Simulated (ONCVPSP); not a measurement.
# Lu: one change to an ONCV potential, before and after

Lu (Z = 71), optimised norm-conserving Vanderbilt (ONCV), made with ONCVPSP 4.0.1 (PBE, scalar-relativistic). Core [Kr] 4d10, reference 4f14 5s2 5p6 5d1 6s2. Waves: 5s+6s: rc 1.75 bohr, ncon 3, nbas 6, qcut 7.5 1/bohr, 2 projectors; 5p: rc 1.50 bohr, ncon 4, nbas 8, qcut 4.5 1/bohr, 3 projectors, debl 3 Ha; 5d: rc 3.10 bohr, ncon 4, nbas 9, qcut 4.4 1/bohr, 2 projectors, debl 2.8 Ha; 4f: rc 1.05 bohr, ncon 4, nbas 8, qcut 14.1 1/bohr, local. Local part: the f channel. Core correction: none.

All-electron outer shells of the reference configuration (PBE, scalar-relativistic, ld1.x):

| shell | level (eV) | outermost node (bohr) | outermost maximum (bohr) |
| --- | --- | --- | --- |
| 4d | -191.92 | 0.23 | 0.48 |
| 5s | -61.06 | 0.57 | 1.04 |
| 5p | -31.66 | 0.61 | 1.19 |
| 4f | -9.62 | – | 0.47 |
| 6s | -4.66 | 1.41 | 3.08 |
| 5d | -1.75 | 0.68 | 1.84 |

Change: s: rc 2.5.

Cutoffs: the cutoffs (Ha) at which the residual kinetic energy of the hardest occupied pseudo-wave falls to 1 and 0.1 mHa per electron; they do not see the model core or the augmentation charge, which bear on the density cutoff. Errors are all-electron minus pseudo energies relative to the spin-unpolarised reference configuration.

**Question.** Predict the effect on cutoff, ghosts and configuration errors.

**Answer.** The potential gets neither clearly harder nor softer (105 Ha and 244 Ha → 105 Ha and 244 Ha); both files keep a bound ghost (s); of the 3 tests that both files solve, the error grows in 2 and shrinks in 1 by more than 15 % and 0.3 meV (median size 11.8 → 5.7 meV).

```tsv
quantity	base	changed
cutoff, loose	105 Ha	105 Ha
cutoff, tight	244 Ha	244 Ha
loose cutoff by channel	s 19 Ha, p 72 Ha, d 7.1 Ha, f 105 Ha	s 8.6 Ha, p 72 Ha, d 7.1 Ha, f 105 Ha
bound ghosts	s	s
GHOST(+) flags under 300 eV	d at 54.5 eV, p at 127.3 eV	d at 54.5 eV, p at 127.3 eV
tests with a reliable result	3 of 4	3 of 4
error for 4f14 5s2 5p6 5d1 6s1, meV [ΔE 7.37 eV]	-2.0	-2.6
error for 4f14 5s2 5p6 5d1 6s0, meV [ΔE 20.65 eV]	-12	-15
error for 4f13 5s2 5p6 5d1 6s2, meV [ΔE 17.54 eV]	-73	-5.7
p: phases at 1.52 bohr within 0.05 rad from the reference energy up to (Ha; the scan ends near 5)	to the end of the scan	to the end of the scan
d: phases at 3.15 bohr within 0.05 rad from the reference energy up to (Ha; the scan ends near 5)	0.7	0.7
f: phases at 1.07 bohr within 0.05 rad from the reference energy up to (Ha; the scan ends near 5)	1.0	1.0
```

 A true bound ghost makes a file unfit for plane-wave use even where its test errors are small: the radial tests pick states by their node count and pass the ghost by.
